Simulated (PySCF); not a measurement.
Isomers of C7H8FNSi.

All values: CAM-B3LYP/def2-SVPD (PySCF) at PBE0-D3(BJ)/def2-SVP geometries, gas phase, one conformer each. Core orbitals are frozen in the response; Δα² is half the sum of the squared differences of the principal polarisabilities.

(1) Rank by vertical ionisation energy (ΔSCF), highest first.
A. `CC#Cc1ccn(c1F)[SiH3]`
B. `[F:1][CH2:2][C:3]#[C:4][SiH2:5][n:6]1[cH:7][cH:8][cH:9][cH:10]1` with C4–Si5–N6–C7 -45°
C. `[CH2:1]=[N:2][SiH2:3][c:4]1[cH:5][cH:6][cH:7][c:8]([F:9])[cH:10]1` with C1–N2–Si3–C4 128°, N2–Si3–C4–C5 15°
D. `[F:1][c:2]1[cH:3][cH:4][cH:5][c:6](/[CH:7]=[N:8]\[SiH3:9])[cH:10]1` with C5–C6–C7–N8 -167°
E. `[CH:1]#[C:2][Si@H:3]([CH3:4])[n:5]1[cH:6][cH:7][cH:8][c:9]1[F:10]` with C2–Si3–N5–C6 -114°

(2) Rank by HOMO energy, highest first.
A. `[F:1][CH2:2][C:3]#[C:4][SiH2:5][n:6]1[cH:7][cH:8][cH:9][cH:10]1` with C4–Si5–N6–C7 -45°
B. `[CH:1]#[C:2][Si@H:3]([CH3:4])[n:5]1[cH:6][cH:7][cH:8][c:9]1[F:10]` with C2–Si3–N5–C6 -114°
C. `[F:1][c:2]1[cH:3][cH:4][cH:5][c:6](/[CH:7]=[N:8]\[SiH3:9])[cH:10]1` with C5–C6–C7–N8 -167°
D. `[CH2:1]=[N:2][SiH2:3][c:4]1[cH:5][cH:6][cH:7][c:8]([F:9])[cH:10]1` with C1–N2–Si3–C4 128°, N2–Si3–C4–C5 15°
E. `CC#Cc1c(F)ccn1[SiH3]`

(3) Rank by polarisability anisotropy Δα, highest first.
A. `CC#CC1=C(F)N([SiH3])C=C1`
B. `[F:1][c:2]1[cH:3][cH:4][cH:5][c:6](/[CH:7]=[N:8]/[SiH3:9])[cH:10]1` with C5–C6–C7–N8 0°
C. `[F:1][c:2]1[cH:3][cH:4][cH:5][c:6](/[CH:7]=[N:8]\[SiH3:9])[cH:10]1` with C5–C6–C7–N8 -167°
D. `[CH2:1]=[N:2][SiH2:3][c:4]1[cH:5][cH:6][cH:7][c:8]([F:9])[cH:10]1` with C1–N2–Si3–C4 128°, N2–Si3–C4–C5 15°
E. `CC#Cc1c(F)ccn1[SiH3]`
F. `[CH:1]#[C:2][Si@H:3]([CH3:4])[n:5]1[cH:6][cH:7][cH:8][c:9]1[F:10]` with C2–Si3–N5–C6 -114°

Answers

(1) C (9.12 eV), D (8.74 eV), B (8.23 eV), E (8.10 eV), A (7.76 eV).

(2) E (-7.12 eV), B (-7.40 eV), A (-7.55 eV), C (-8.34 eV), D (-8.47 eV).

(3) A (14.03 Å³), B (13.54 Å³), E (11.98 Å³), C (11.62 Å³), D (9.31 Å³), F (4.73 Å³).

All values together:

```json
{"SMILES": "Fc1cccc(/C=N\\[SiH3])c1", "μ (D)": "2.67", "HOMO (eV)": "-8.34", "LUMO (eV)": "-0.99", "α (Å³)": "17.59", "Δα (Å³)": "11.62", "ΔSCF removal energy (eV)": "8.74"}
{"SMILES": "CC#Cc1c(F)ccn1[SiH3]", "μ (D)": "2.76", "HOMO (eV)": "-7.12", "LUMO (eV)": "0.72", "α (Å³)": "17.82", "Δα (Å³)": "11.98", "ΔSCF removal energy (eV)": "7.70"}
{"SMILES": "FCC#C[SiH2]n1cccc1", "μ (D)": "1.86", "HOMO (eV)": "-7.55", "LUMO (eV)": "0.16", "α (Å³)": "16.86", "Δα (Å³)": "8.25", "ΔSCF removal energy (eV)": "8.23"}
{"SMILES": "C=N[SiH2]c1cccc(F)c1", "μ (D)": "2.02", "HOMO (eV)": "-8.47", "LUMO (eV)": "-0.03", "α (Å³)": "17.05", "Δα (Å³)": "9.31", "ΔSCF removal energy (eV)": "9.12"}
{"SMILES": "C#C[Si@H](C)n1cccc1F", "μ (D)": "1.66", "HOMO (eV)": "-7.40", "LUMO (eV)": "0.70", "α (Å³)": "16.16", "Δα (Å³)": "4.73", "ΔSCF removal energy (eV)": "8.10"}
{"SMILES": "CC#Cc1ccn([SiH3])c1F", "μ (D)": "1.48", "HOMO (eV)": "-7.18", "LUMO (eV)": "0.95", "α (Å³)": "17.97", "Δα (Å³)": "14.03", "ΔSCF removal energy (eV)": "7.76"}
{"SMILES": "Fc1cccc(/C=N/[SiH3])c1", "μ (D)": "0.30", "HOMO (eV)": "-8.55", "LUMO (eV)": "-0.89", "α (Å³)": "18.15", "Δα (Å³)": "13.54", "ΔSCF removal energy (eV)": "9.15"}
```

Conformers: `[F:1][c:2]1[cH:3][cH:4][cH:5][c:6](/[CH:7]=[N:8]\[SiH3:9])[cH:10]1` with C5–C6–C7–N8 -167°; `[F:1][CH2:2][C:3]#[C:4][SiH2:5][n:6]1[cH:7][cH:8][cH:9][cH:10]1` with C4–Si5–N6–C7 -45°; `[CH2:1]=[N:2][SiH2:3][c:4]1[cH:5][cH:6][cH:7][c:8]([F:9])[cH:10]1` with C1–N2–Si3–C4 128°, N2–Si3–C4–C5 15°; `[CH:1]#[C:2][Si@H:3]([CH3:4])[n:5]1[cH:6][cH:7][cH:8][c:9]1[F:10]` with C2–Si3–N5–C6 -114°; `[F:1][c:2]1[cH:3][cH:4][cH:5][c:6](/[CH:7]=[N:8]/[SiH3:9])[cH:10]1` with C5–C6–C7–N8 0°.

**Question.** By how much does the ΔSCF value exceed −ε(HOMO) over the species that have both?

**Answer.** By 0.40 to 0.71 eV, 0.60 eV on average, over 7 species.
